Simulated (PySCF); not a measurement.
# `O=CC1=CC=C([SiH3])[SiH2]1`, C₅H₈OSi₂

Cartesian coordinates in Å; atom numbers follow the order of the lines, from 1:
```xyz
16

O    -3.6569    0.9988    0.0780
C    -2.9766    0.1307    0.5727
C    -1.5353    0.0064    0.3668
C    -0.7713   -0.9688    0.9209
C     0.6648   -0.9434    0.6053
C     1.1190    0.0457   -0.2109
Si    2.9031    0.2306   -0.7167
Si   -0.3917    1.0884   -0.6593
H    -3.4330   -0.6496    1.2368
H    -1.1823   -1.7482    1.5747
H     1.3175   -1.7145    1.0332
H     3.0320    0.1514   -2.2043
H     3.7201   -0.8536   -0.0906
H     3.4307    1.5611   -0.2842
H    -0.6920    1.0780   -2.1198
H    -0.2901    2.4955   -0.1763
```

Computed with PySCF, TDDFT CAM-B3LYP/aug-cc-pVDZ excited states, vertical, gas phase. Geometry: PBE0-D3(BJ)/def2-SVP.

Q: Give the one- and two-photon strengths of the lowest singlets.

A: δ for parallel linear polarisation; σ at the peak of a Lorentzian of half width 0.1 eV, single beam; Ω is circular over linear.
```
state  E (eV)      f  photon λ (nm)  δ (au)  σ (GM)     Ω                                    main
   S1    3.55  0.000            698    0.27    0.00  1.50    HOMO−1→LUMO 0.82, HOMO−1→LUMO+3 0.09
   S2    4.09  0.251            607     108    0.66  0.69                          HOMO→LUMO 0.96
   S3    4.81  0.000            516    0.28    0.00  1.50                        HOMO−2→LUMO 0.91
   S4    5.54  0.001            447     1.3    0.01  1.50                        HOMO−4→LUMO 0.77
   S5    6.10  0.001            406    5.62    0.08  1.50  HOMO−1→LUMO+3 0.38, HOMO−1→LUMO+7 0.22
   S6    6.20  0.052            400    3170   44.67  0.60      HOMO−3→LUMO 0.70, HOMO→LUMO+3 0.14
```

Among these, the strongest one-photon state is S2, the strongest two-photon state S6, with a dipole change of 1.6 D (relaxed, norm of the difference vector).
